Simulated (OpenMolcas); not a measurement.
Au2+ among 6 point charges of -1.36 e arranged as an octahedron (Oh), 1.91 Å from the ion.
```
   1.9100    0.0000    0.0000  -1.36
   0.0000    1.9100    0.0000  -1.36
  -1.9100    0.0000    0.0000  -1.36
   0.0000   -1.9100    0.0000  -1.36
   0.0000    0.0000    1.9100  -1.36
   0.0000    0.0000   -1.9100  -1.36
```

```
Program             : OpenMolcas 26.06
Method              : SS-CASPT2, IPEA 0.25 Eh, imaginary shift 0.1 Eh (closed shells correlated: 5s 5p)
Basis               : ANO-RCC-VDZP [7s6p4d2f]
Scalar Hamiltonian  : DKH2, point nucleus
Active space        : 9 electrons in 5 orbitals (5d)
State averaging     : 2S+1 = 2 even, 5 roots
Spin-orbit coupling : RASSI with atomic mean-field integrals over the reference wave functions
```

What is the spin-free ground state (labels of O, the rotations of Oh)?

2E, 2-fold in its orbital part, 100 % from free-ion D terms; it has the highest spin that d9 allows.

Where is the first state of the same spin?

2T2 at 10400 cm-1 above the ground state.

What are the lowest two levels with spin-orbit coupling?

A 4-fold level Γ8, then a 2-fold level Γ7 8150 cm-1 above it. Their leading multiplicities are 2 (100 %) and 2 (100 %).

What is χT at 300 K, and how does it compare with the textbook value?

The lowest level has 2S+1 = 2, for which the spin-only value is χT = S(S+1) / 2 = 0.375 cm3 K/mol (g = 2). The computed 0.923 at 300 K differs by +0.548, through orbital momentum, spin-orbit coupling and any other state in reach.

Which ligand-field parameters describe the states?

The gap between the two states is 10Dq = 10444 cm-1. 

Roots that are degenerate in the reference are averaged as groups; the widest CASPT2 spread within a group is 48 cm-1 (the 2-fold group of multiplicity 2 near 0 cm-1 above the lowest state of its run). Shifts and gaps below about the spread of the groups concerned are not significant. An orbital doublet at a regular site is open to a Jahn-Teller distortion, which this geometry leaves out. Free-ion shares, where given, are those of the reference states; single-state CASPT2 does not remix them. Point charges carry no covalency, so the field is a model and not that of real ligands. No measured value stands beside these numbers.
